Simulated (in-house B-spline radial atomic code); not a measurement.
Cd²⁺. Computed with a B-spline radial atomic code. Model: all-electron spherical atom, spin shells full or empty, radial basis limit, no spin-orbit coupling, Breit or QED, empty-state partial waves extrapolated as (l+1/2)^-4, RPA, G0W0 and static COHSEX of the highest shell as one setting changes (uncorrelated shells keep exact exchange).

Given: element Cd; charge 2; filled core Kr; hamiltonian one-electron scalar X2C; mean-field start PBE; highest l of empty states 9; nuclear rms radius 4.6087 fm; highest mean-field shell 4d.

Shell: 4d 5 5 (electrons up and down).

```
lowest nl shells left uncorrelated  RPA correlation energy (hartree)  G0W0 level (eV)  G0W0 minus most complete (meV)  COHSEX level (eV)  linearised minus solved G0W0 (meV)
                                 0                           -3.6186          -37.762                               0            -41.937                              -128.9
                                 1                           -3.4469          -37.762                             0.1            -41.936                              -128.9
                                 2                           -3.2542          -37.759                             3.2            -41.933                              -128.8
                                 3                           -2.7051          -37.752                            10.7            -41.942                              -128.3
                                 4                                 ?                ?                               ?                  ?                                   ?
                                 5                                 ?                ?                               ?                  ?                                   ?
                                 6                           -1.1743          -37.648                           114.8            -41.683                              -121.6
                                 7                           -1.0118          -37.665                            96.9            -41.654                              -122.3
                                 8                          -0.56225           -38.04                          -277.5            -41.983                              -154.5
```

Problem. What follows for lowest nl shells left uncorrelated = 5?

Solution. RPA correlation energy -1.9954 hartree; G0W0 level -37.724 eV; G0W0 minus most complete 38.6 meV; COHSEX level -41.88 eV; linearised minus solved G0W0 -126.2 meV.

Problem. What follows for lowest nl shells left uncorrelated = 4?

Solution. RPA correlation energy -2.5243 hartree; G0W0 level -37.745 eV; G0W0 minus most complete 16.9 meV; COHSEX level -41.927 eV; linearised minus solved G0W0 -127.9 meV.
